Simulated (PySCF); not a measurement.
Q: What does the PBE0-D3(BJ)/def2-SVP structure of InChI=1S/H8OSeSi3/c1-5(4)2-3/h1,5H,3-4H3/t5-/m0/s1 look like in three dimensions?

A: 
```xyz
13
H8OSeSi3 angstrom
O     -1.3940   -2.0662    0.2176
Si    -0.6124   -0.5959    0.2025
Si    -2.2440    1.0215   -0.2134
Se     0.9700   -0.5388   -1.4663
Si     2.6494    0.1854   -0.0963
H     -0.8304   -2.8469    0.2585
H      0.1418   -0.3437    1.4753
H     -1.5956    2.3682   -0.1925
H     -3.3243    0.9833    0.8197
H     -2.8373    0.7802   -1.5628
H      3.8349    0.3994   -0.9748
H      2.9640   -0.8324    0.9492
H      2.2821    1.4685    0.5726
```

Orientation and origin are arbitrary. Atoms count from 1 in this order. Si5 (SiH3 silicon) is tetrahedral (angles from 106.1° to 111.1°). Si3 (SiH3 silicon) is tetrahedral (angles from 108.6° to 111.4°). Si2 (oxygen-bound silicon) is distorted tetrahedral (angles from 105.4° to 112.7°). O1 (silanol oxygen) is bent (angle 116.2°).

Bonds between heavy atoms (Å): O1–Si2 1.665, Si2–Si3 2.335, Si2–Se4 2.300, Se4–Si5 2.285.

Computed, not measured: PySCF, PBE0-D3(BJ)/def2-SVP geometry optimisation, gas phase.

Point group: C1 (no symmetry element, even within 0.4 Å). Not checked by PBE0-D3(BJ)/def2-SVP frequencies. The numbers are those of one conformer (H–O1–Si2–Si3 172°, O1–Si2–Se4–Si5 -129°).

Time: 2.6 min; peak memory 0.57 GiB. Hardware: one thread of an Arm Neoverse V2 (shared host). These figures are those of the optimisation.
